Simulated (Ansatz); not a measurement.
# Match the barriers

Saddle point of CH₅In, closed shell (CH₄ + InH → CH₃In ([CH3][In]) + H₂; bonds formed: In1–C4, H2–H3; bonds broken: In1–H3, H2–C4), PBE0-D4/def2-TZVP structure:

```
7
angstrom
In -1.7656 -0.8498 -0.3586
H 0.2316 -0.6824 -0.5564
H 0.0653 -1.4769 -1.1514
C 0.2249 0.5318 0.3753
H 0.0539 0.4783 1.4542
H 1.3078 0.4913 0.2180
H -0.1179 1.5077 0.0189
```

Ansatz 0.2.0; basis: def2-TZVPP, with def2-QZVPP for the basis limit; cores frozen in the correlated methods. Filled d shells of the heavier atoms are correlated. Core potentials replace the inner electrons of the atoms past krypton. The def2 sets are not built for correlating such inner shells, so the correlated values are less sure here. Extrapolation: Hartree–Fock as exp(−7.88 √X), correlation as X^−2.97. Four methods, as single points on the PBE0-D4 structures, gave these electronic barriers from the start structure: 29.06, 33.36, 37.81, 54.06 kcal/mol.

The methods were, in alphabetical order, CCSD(T), HF, PBE-D4, PBE0-D4. Which gave which? (Judge from chemistry; the calculation decides.)

The calculation gives: PBE-D4 29.06; PBE0-D4 33.36; CCSD(T) 37.81; HF 54.06 kcal/mol. For comparison, CCSD(T) at an estimated basis limit (MP2 extrapolated from triple and quadruple zeta, plus CCSD(T) − MP2 in triple zeta) gives 36.34 kcal/mol.

T1 diagnostic: at most 0.016.

Labels in which every atom is bracketed show which atoms are joined, not bond orders.

For scale, one of the runs: CCSD(T)/def2-TZVPP, 151 basis functions, launched by `ansatz run in.yaml --threads 2 --pin off --events-out ev --progress --plain --max-ram 4352MiB`. Hardware: 2 CPU threads of an Arm Neoverse V2, shared host. Wall time 17 s; peak host memory 1.1 GiB.
